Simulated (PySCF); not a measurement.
H3N2, SMILES [NH]N, multiplicity 2. Atoms are numbered in the order given.

```xyz
5

N      0.6569    -0.3489     0.0854
N     -0.5538     0.1842    -0.1150
H      1.3217     0.4227     0.0096
H     -0.7283     1.1621     0.0764
H     -1.3151    -0.4320     0.1213
```
Charge 0, spin multiplicity 2.

Coordinates come from a PBE0-D3(BJ)/def2-TZVP optimisation. The isomer is the one that the SMILES or the coordinates give; other isomers of the formula were not compared.

The numbers are results of B3LYP/pcH-1 in PySCF, not measurements.

Unrestricted Kohn–Sham, ⟨S²⟩ = 0.753. Hyperfine tensors hold the contact and dipolar terms, without spin-orbit corrections.

Computed hyperfine couplings:
```tsv
nucleus	A(iso) (MHz)	A(iso) (G)	dipolar principal values (MHz)
14N no. 1	27.9	9.9	-38.8, -37.1, 75.9
14N no. 2	26.8	9.6	-16.6, -15.4, 32.0
1H no. 3	-47.3	-16.9	-43.0, -9.1, 52.1
1H no. 4	7.4	2.6	-19.2, -7.0, 26.2
1H no. 5	-8.4	-3.0	-18.3, -7.6, 25.9
```

### Question
And the g tensor (effective nuclear charges for spin-orbit coupling, GIAO)? (Estimate from the structure and the level; the computed values follow.)

### Answer
principal values 2.0021, 2.0039, 2.0057; isotropic 2.0039.
